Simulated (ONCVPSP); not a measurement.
# magnesium: ONCV pseudisation with revPBE, scalar-relativistic reference atom.

```json
{
  "Element": "Mg (Z = 12)",
  "Generator": "ONCVPSP 4.0.1",
  "Type": "optimised norm-conserving Vanderbilt (ONCV)",
  "Functional": "revPBE",
  "Relativity": "scalar-relativistic",
  "Frozen core": "[He] 2s2",
  "Valence charge": "8",
  "Reference configuration": "2p6 3s2",
  "Partial waves": "3s: rc 2.55 bohr, ncon 4, nbas 7, qcut 2 1/bohr, 2 projectors, debl 2.4 Ha; 2p: rc 1.05 bohr, ncon 5, nbas 10, qcut 10.9 1/bohr, 1 projector",
  "Local potential": "polynomial inside 0.95 bohr (lpopt 5, dvloc0 0 Ha)",
  "Core correction": "Teter function, fcfact 2, rcfact 1.1"
}
```

All-electron outer shells of the reference configuration (revPBE, scalar-relativistic, ld1.x):

| shell | level (eV) | outermost node (bohr) | outermost maximum (bohr) |
| --- | --- | --- | --- |
| 2s | -79.96 | 0.18 | 0.54 |
| 2p | -46.60 | – | 0.48 |
| 3s | -4.68 | 0.90 | 2.59 |

**Question.** Does the generator finish with these settings?

**Answer.** Yes, a potential is produced and its reference levels are reproduced.

**Question.** Estimate the cutoffs (Ha) at which the residual kinetic energy of the hardest occupied pseudo-wave falls to 1 and 0.1 mHa per electron.

**Answer.** 60 Ha and 268 Ha.

**Question.** What does a ghost test show?

**Answer.** No bound ghost flagged; GHOST(+) flagged for s at 58.5 eV.

**Question.** Which valence shell sets the plane-wave cutoff?

**Answer.** 2p: 60 Ha for 1 mHa per electron, against 6 Ha for 3s.

**Question.** Tests: 2p6 3s1; 2p6 3s0; 2p6 3s1.5; 2p6 3s1 3p1. Which has the largest error in its energy relative to the reference configuration, and how large is it?

**Answer.** 2p6 3s0, with +33 meV (all-electron minus pseudo) on +22.86 eV.
